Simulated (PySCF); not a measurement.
A side-by-side comparison of computed properties.

First species: C4H13OPSi3.
SMILES: `O([Si@H]([C@@H](C#C)C)[SiH2]P)[SiH3]`

Second species: C6H14OSi.
Z-matrix (Å and degrees, GFN2-xTB geometry), rows numbered from 1:
```
C 
C   1  1.5246
C   2  1.5349  1  113.50
C   3  1.5263  2  111.49  1    69.23
C   3  1.5245  2  110.16  1  -168.67
C   5  1.5344  3  115.97  2    70.18
O   6  1.4326  5  100.36  3   122.81
Si  7  1.6541  6   96.97  5    -2.70
H   1  1.0878  2  110.19  3   175.28
H   1  1.0881  2  110.45  3    55.66
H   1  1.0867  2  111.29  3   -64.88
H   2  1.0926  1  109.48  3   121.97
H   2  1.0926  1  108.60  3  -120.94
H   3  1.0965  2  108.38  1   -50.15
H   4  1.0881  3  110.34  2    59.84
H   4  1.0878  3  110.12  2   179.31
H   4  1.0865  3  111.18  2   -60.56
H   5  1.0911  3  109.17  2   -56.26
H   6  1.0917  5  113.76  3     6.76
H   6  1.0911  5  115.01  3  -120.31
H   8  1.4569  5  117.20  3   131.45
H   8  1.4588  5  116.48  3    -8.82
```

Levels: PBE0/pcSseg-1 for dipole moment, HOMO energy, LUMO energy and HOMO–LUMO gap; GFN2-xTB for rotational constant A and rotational constant C. Geometries: GFN2-xTB. All species are isolated and taken at one optimised geometry, non-relativistic unless stated; the electronic structure was computed with PySCF and density fitting.

The conformers computed, where there is a choice (atom-mapped SMILES and torsion angles):
- `[CH:1]#[C:2][C@@H:3]([CH3:4])[Si@@H:5]([O:6][SiH3:7])[SiH2:8][PH2:9]`: C2–C3–Si5–O6 172°, C3–Si5–O6–Si7 45°, C3–Si5–Si8–P9 54°, H–P9–Si8–Si5 46°, H–P9–Si8–Si5 -46°
- `[CH3:1][CH2:2][C@@H:3]([CH3:4])[C@H:5]1[CH2:6][O:7][SiH2:8]1`: C1–C2–C3–C4 69°, C2–C3–C5–C6 70°

**Question.** Which has the higher HOMO–LUMO gap?

**Answer.** The second: 7.62 eV against 6.35 eV, a difference of 1.27 eV.

**Question.** Which of the two has the higher rotational constant A, and by how much?

**Answer.** The second: 3.322 GHz against 1.074 GHz, a difference of 2.248 GHz.

**Question.** Which of the two has the higher rotational constant C, and by how much?

**Answer.** The second: 0.808 GHz against 0.406 GHz, a difference of 0.402 GHz.

**Question.** Which of the two has the higher LUMO energy, and by how much?

**Answer.** The second: -0.06 eV against -0.59 eV, a difference of 0.53 eV.

**Question.** Which has the higher HOMO energy?

**Answer.** The first: -6.94 eV against -7.68 eV, a difference of 0.74 eV.

On the first: The dipole matches unit charges of opposite sign 0.39 Å apart (1 e·Å = 4.8032 D). A dipole of 1.88 D is allowed in C1, and pure rotational transitions are dipole-allowed.

On the second: A dipole of 1.92 D is allowed in C1, and pure rotational transitions are dipole-allowed. In atomic units the dipole is 0.76 e·bohr (1 au = 2.5417 D).
